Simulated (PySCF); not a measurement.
A structure optimised at PBE0-D3(BJ)/def2-SVP, used in a PySCF frequency run:

```xyz
4

Al     0.0000     0.0000     0.0000
I     -2.4527     0.0000     0.0000
I      1.2263     2.1241     0.0000
I      1.2263    -2.1241     0.0000
```

### Question
Write its SMILES, formula and point group.

### Answer
[I][Al]([I])[I], AlI₃, D3h

### Question
What are its rotational constants (standard atomic weights)?

### Answer
0.44134, 0.44134, 0.22067 GHz
